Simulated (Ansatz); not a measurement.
Consider the ligand exchange at the Si–N bond: `BN([SiH2][SiH3])[SiH2]Cl` + `[SH][GaH2]` → `[SiH3][SiH2][S][GaH2]` + `BN[SiH2]Cl`.

Calculated with Ansatz (gas phase, PBE0-D4/def2-TZVP geometries, no zero-point term in ΔE). CCSD(T)/CBS adds triple-zeta CCSD(T) − MP2 to the extrapolated MP2 energy (def2 sets, frozen cores). DFT in def2-TZVPP. B3LYP here is the variant with VWN-RPA as its local correlation; programs differ in this. For Ga outer-core shells are correlated without core-valence functions, which leaves a few kJ/mol of doubt a bond. Scalar relativity is left out up to krypton. Each species was taken in one conformer, which may not be the lowest.

`BN([SiH2][SiH3])[SiH2]Cl`:

Cartesian coordinates in Å:
```
B -1.671 0.374 0.971
N -0.891 0.188 -0.191
Si 0.691 0.978 -0.283
Si 2.242 -0.096 1.101
Si -1.437 -0.830 -1.484
Cl -0.143 -2.414 -1.697
H -1.258 1.085 1.845
H -2.732 -0.172 1.077
H 1.126 0.903 -1.705
H 0.532 2.407 0.091
H 3.541 0.628 1.056
H 1.741 -0.104 2.501
H 2.445 -1.497 0.649
H -1.408 -0.095 -2.768
H -2.778 -1.355 -1.163
```

`[SH][GaH2]`:

Z-matrix (Å, degrees):
```
Ga
S 1 2.199
H 1 1.559 2 115.2
H 1 1.560 2 118.1 3 -180.0
H 2 1.343 1 95.0 3 180.0
```

`[SiH3][SiH2][S][GaH2]`:

Z-matrix (Å, degrees):
```
Si
Si 1 2.350
H 1 1.486 2 111.8
H 1 1.489 2 109.4 3 120.1
H 1 1.489 2 109.6 3 -120.7
S 2 2.145 1 113.4 3 97.4
H 2 1.489 1 110.0 3 -26.9
H 2 1.487 1 109.4 3 -145.0
Ga 6 2.200 2 100.9 1 -44.4
H 9 1.558 6 115.6 2 -178.5
H 9 1.563 6 117.6 2 1.4
```

`BN[SiH2]Cl`:

Cartesian coordinates in Å:
```
B -0.503 1.479 -0.243
N -0.661 0.097 -0.065
Si 0.622 -1.057 0.055
Cl 0.835 -1.726 1.987
H 0.604 1.925 -0.331
H -1.469 2.182 -0.307
H -1.606 -0.254 0.018
H 0.305 -2.251 -0.759
H 1.874 -0.396 -0.355
```

| level | ΔE (kJ/mol) |
| --- | --- |
| B3LYP-D4 | -18.7 |
| HF/def2-QZVPP | -16.6 |

(1) What does CCSD(T)/CBS give? (Estimate.)

Largest T1 diagnostic among the species: 0.014.

## Answers

(1) The calculation gave: -20.9 kJ/mol. The listed levels differ from it by 2.2, 4.3 kJ/mol.

The D4 term adds +4.2 kJ/mol with B3LYP and +2.9 kJ/mol with PBE0; it sums over pairs of atoms, weighted by their polarisabilities, and B3LYP, whose exchange is more repulsive, gets the larger term.

CCSD(T)/CBS has its own doubt, a few kJ/mol and more with outer-core shells, so smaller differences from it don't rank the levels.
